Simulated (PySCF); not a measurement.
SMILES C[Si](O)(O)N[Si](O)(O)O (CH9NO5Si2), GFN2-xTB optimised geometry.

```
18

Si    -0.39     1.18     0.00
O      1.25     1.18     0.00
O     -1.00     0.43     1.31
O     -0.84     2.74     0.00
N     -0.89     0.30    -1.40
Si    -0.32    -1.32    -1.54
C     -0.89    -2.14    -3.15
O      1.31    -1.43    -1.47
O     -0.97    -2.03    -0.21
H      1.69     1.85     0.51
H     -1.16    -0.50     1.19
H     -1.76     2.93     0.19
H     -1.07     0.81    -2.24
H     -0.47    -3.13    -3.22
H     -0.58    -1.58    -4.02
H     -1.97    -2.23    -3.18
H      1.76    -0.70    -1.04
H     -0.71    -2.93    -0.01
```

Density from CAM-B3LYP/def2-SVP (PySCF 2.14.0) at that geometry.

Minimum of the electron density along straight lines between bonded atoms, close to the bond critical point (lines longer than 1.1 times the sum of covalent radii, or with two minima, are not listed):

| bond | length / Å | ρ at the minimum / e bohr⁻³ | ∇²ρ there / e bohr⁻⁵ | position (fraction from the first atom) |
|---|---|---|---|---|
| Si1–O2 | 1.637 | 0.128 | 1.05 | 0.41 |
| Si1–O3 | 1.624 | 0.134 | 1.09 | 0.41 |
| Si1–O4 | 1.624 | 0.133 | 1.10 | 0.41 |
| Si1–N5 | 1.724 | 0.125 | 0.72 | 0.40 |
| N5–Si6 | 1.727 | 0.124 | 0.72 | 0.60 |
| Si6–C7 | 1.886 | 0.117 | 0.33 | 0.38 |
| Si6–O8 | 1.633 | 0.131 | 1.05 | 0.41 |
| Si6–O9 | 1.648 | 0.124 | 1.00 | 0.41 |
| O2–H10 | 0.954 | 0.352 | -2.50 | 0.82 |
| O3–H11 | 0.958 | 0.346 | -2.60 | 0.83 |
| O4–H12 | 0.952 | 0.355 | -2.50 | 0.82 |
| N5–H13 | 1.002 | 0.329 | -1.50 | 0.77 |
| C7–H14 | 1.084 | 0.273 | -0.99 | 0.63 |
| C7–H15 | 1.083 | 0.273 | -0.99 | 0.63 |
| C7–H16 | 1.084 | 0.274 | -0.99 | 0.63 |
| O8–H17 | 0.958 | 0.347 | -2.58 | 0.83 |
| O9–H18 | 0.954 | 0.354 | -2.48 | 0.82 |
